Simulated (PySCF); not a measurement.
Br₄Hf, charge +1, doublet, at a GFN2-xTB geometry (such geometries of metal compounds can be far from the true shape) (the multiplicity is a formal guess) (core potentials on Hf), with bond 2-1 at 1.3 times its length; PySCF with DF-CAMB3LYP/def2-SV(P).

Input for PySCF:
```python
from pyscf import gto, scf, dft

mol = gto.Mole()
mol.atom = '''
    Hf   -0.00000000    0.00000000    0.00000000
    Br    2.58244004   -0.74927666   -1.89478701
    Br    0.76905720    0.30707364    2.39102413
    Br   -1.05929501    2.14390434   -0.82722903
    Br   -1.69625453   -1.87461131   -0.10626662
'''
mol.basis = 'def2-sv(p)'
mol.ecp = {'Hf': 'def2-sv(p)'}
mol.charge = 1
mol.spin = 1
mol.verbose = 4
mol.build()

mf = dft.UKS(mol)
mf.xc = 'camb3lyp'
mf.level_shift = 0.1
mf.max_cycle = 100
mf = mf.density_fit(auxbasis='def2-universal-jkfit')
mf.kernel()
```

What the program printed (banner, timings and long lists left out):

```
PySCF version 2.14.0

[INPUT] verbose = 4
[INPUT] num. atoms = 5
[INPUT] num. electrons = 151
[INPUT] charge = 1
[INPUT] spin (= nelec alpha-beta = 2S) = 1
[INPUT] symmetry False subgroup None
[INPUT] Mole.unit = angstrom
[INPUT] Symbol           X                Y                Z      unit          X                Y                Z       unit  Magmom
[INPUT]  1 Hf     0.000000000000   0.000000000000   0.000000000000 AA    0.000000000000   0.000000000000   0.000000000000 Bohr   0.0
[INPUT]  2 Br     2.582440040000  -0.749276660000  -1.894787010000 AA    4.880104408711  -1.415927678929  -3.580628513284 Bohr   0.0
[INPUT]  3 Br     0.769057200000   0.307073640000   2.391024130000 AA    1.453307482125   0.580285079673   4.518380762926 Bohr   0.0
[INPUT]  4 Br    -1.059295010000   2.143904340000  -0.827229030000 AA   -2.001777454018   4.051392039866  -1.563236308990 Bohr   0.0
[INPUT]  5 Br    -1.696254530000  -1.874611310000  -0.106266620000 AA   -3.205456499253  -3.542501965912  -0.200814807983 Bohr   0.0

nuclear repulsion = 1209.23759580224
number of shells = 59
number of NR pGTOs = 346
number of NR cGTOs = 153
basis = def2-sv(p)
ecp = {'Hf': 'def2-sv(p)'}

******** <class 'pyscf.df.df_jk.DFUKS'> ********
method = DFUKS
initial guess = minao
damping factor = 0
level_shift factor = 0.1
DIIS = <class 'pyscf.scf.diis.CDIIS'>
diis_start_cycle = 1
diis_space = 8
diis_damp = 0
SCF conv_tol = 1e-09
SCF conv_tol_grad = None
SCF max_cycles = 100
direct_scf = False
number electrons alpha = 76  beta = 75
XC library pyscf.dft.libxc version 7.1.2
    S. Lehtola, C. Steigemann, M. J. T. Oliveira, and M. A. L. Marques,  SoftwareX 7, 1–5 (2018)
XC functionals = camb3lyp
    T. Yanai, D. P. Tew, and N. C. Handy,  Chem. Phys. Lett. 393, 51 (2004)
radial grids:
    Treutler-Ahlrichs [JCP 102, 346 (1995); DOI:10.1063/1.469408] (M4) radial grids

becke partition: Becke, JCP 88, 2547 (1988); DOI:10.1063/1.454033
pruning grids: <function nwchem_prune>
grids dens level: 3
symmetrized grids: False
atomic radii adjust function: <function treutler_atomic_radii_adjust>
small_rho_cutoff = 0
Set gradient conv threshold to 3.16228e-05
tot grids = 105488
******** <class 'pyscf.df.df.DF'> ********
auxbasis = def2-universal-jkfit
Create RSH-DF object <pyscf.df.df.DF object> for omega=0.33
******** <class 'pyscf.df.df.DF'> ********
auxbasis = auxmol.basis = def2-universal-jkfit
init E= -10327.1386176117

cycle= 1 E= -10343.6661528937  delta_E= -16.5  |g|= 0.289  |ddm|= 5.28
cycle= 2 E= -10343.6923833249  delta_E= -0.0262  |g|= 0.202  |ddm|= 0.575
cycle= 3 E= -10343.7125284757  delta_E= -0.0201  |g|= 0.0593  |ddm|= 0.312
cycle= 4 E= -10343.7147182643  delta_E= -0.00219  |g|= 0.0201  |ddm|= 0.0851
cycle= 5 E= -10343.7150912251  delta_E= -0.000373  |g|= 0.00583  |ddm|= 0.0401
cycle= 6 E= -10343.7152210317  delta_E= -0.00013  |g|= 0.0029  |ddm|= 0.024
cycle= 7 E= -10343.7152735733  delta_E= -5.25e-05  |g|= 0.00182  |ddm|= 0.0152
cycle= 8 E= -10343.7152930427  delta_E= -1.95e-05  |g|= 0.00107  |ddm|= 0.00873
cycle= 9 E= -10343.7153034851  delta_E= -1.04e-05  |g|= 0.000531  |ddm|= 0.00781
cycle= 10 E= -10343.715306143  delta_E= -2.66e-06  |g|= 0.000288  |ddm|= 0.004
cycle= 11 E= -10343.715306795  delta_E= -6.52e-07  |g|= 0.000144  |ddm|= 0.00198
cycle= 12 E= -10343.7153069676  delta_E= -1.73e-07  |g|= 6.71e-05  |ddm|= 0.00109
cycle= 13 E= -10343.7153070002  delta_E= -3.26e-08  |g|= 3.07e-05  |ddm|= 0.00047
cycle= 14 E= -10343.7153070063  delta_E= -6.16e-09  |g|= 1.37e-05  |ddm|= 0.000204
cycle= 15 E= -10343.7153070075  delta_E= -1.16e-09  |g|= 6.64e-06  |ddm|= 8.99e-05
cycle= 16 E= -10343.7153070078  delta_E= -2.82e-10  |g|= 4.09e-06  |ddm|= 3.64e-05
Extra cycle  E= -10343.7153070078  delta_E= -4.55e-11  |g|= 3.99e-06  |ddm|= 2.02e-05
converged SCF energy = -10343.7153070078  <S^2> = 0.752264  2S+1 = 2.0022627
```
